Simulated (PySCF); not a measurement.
Dipole moment and polarisability of 4-bromothiophenol

Species: 4-bromothiophenol, C6H5BrS.
Structure used (PBE0-D3(BJ)/def2-SVP), in Å, numbered top down from 1:
```xyz
13
C6H5BrS angstrom
S     -3.4425   -0.5345   -0.4916
C     -1.6956   -0.3507   -0.3281
C     -1.0731    0.8727   -0.0542
C      0.3115    0.9528    0.0631
C      1.0866   -0.1942   -0.0937
Br     2.9629   -0.0887    0.0652
C      0.4820   -1.4201   -0.3670
C     -0.9017   -1.4947   -0.4831
H     -3.7574    0.7579   -0.2707
H     -1.6703    1.7790    0.0703
H      0.7876    1.9112    0.2769
H      1.0920   -2.3168   -0.4887
H     -1.3694   -2.4586   -0.6972
```

Level: B3LYP/def2-SVPD (PySCF), static field, nuclei fixed, core orbitals frozen in the response. The polarisability tensor in these axes (au):

```
x   176.11   2.17   8.23
y     2.17 104.15   6.50
z     8.23   6.50  71.98
```

Task: What are the eigenvalues, a third of the trace, and Δα (Δα² = ½Σ(αi − αj)² over the three pairs)?

Result: Principal values 70.16, 105.23 and 176.86 au; mean 117.42 au = 17.40 Å³ = 19.36 × 10⁻⁴⁰ C²·m²/J; Δα = 94.19 au (80 % of the mean).

Task: What is the dipole moment, and where does it point?

Result: (-1.13, 0.67, 0.04) D, 1.31 D in size, pointing from the negative to the positive side. Measured along this direction, the outermost atoms are Br6 at the negative end and H9 at the positive end.

Task: What would n − 1 = 2πNα be for an ideal gas of these molecules at 350 K and 1 atm, electronic part alone?

Result: N = p/kT = 2.0968 × 10¹⁹ cm⁻³, so n − 1 = 2π × N × 17.40 × 10⁻²⁴ cm³ = 2292 × 10⁻⁶ at long wavelengths, for an ideal gas.

Task: What molar refraction does this α imply?

Result: Lorentz–Lorenz: R = (4π/3)N_A α = 2.5225 cm³/(mol·Å³) × 17.40 Å³ = 43.9 cm³/mol, in the limit of long wavelengths.

Task: In TDDFT the mean static polarisability is Σ f/ω² over all singlet excitations (ω in hartree). How much of it do the 6 lowest give? Their energies (eV) and oscillator strengths: 4.47, 0.0105; 4.73, 0.0010; 4.92, 0.3752; 5.24, 0.0002; 5.66, 0.0145; 5.95, 0.0148.

Result: They add up to 12.53 au, 10.7 % of the 117.42 au; the largest single term is 11.46 au, from the state at 4.92 eV. Terms in order: 0.39, 0.03, 11.46, 0.01, 0.34, 0.31 au. Higher excitations give the rest. The strengths listed sum to 0.416.

Task: Directions of the eigenvectors, and the extent of the frame along each?

Result: Largest value along (1.00, 0.04, 0.08), where the nuclei span 6.69 Å; middle along (-0.05, 0.98, 0.18), 4.36 Å; least along (-0.07, -0.18, 0.98), 0.00 Å. The response follows the extents in order.

One conformer (not necessarily the lowest) at the PBE0-D3(BJ)/def2-SVP geometry, without solvent, vibrations or thermal averaging. The calculation is non-relativistic, for bromine too.
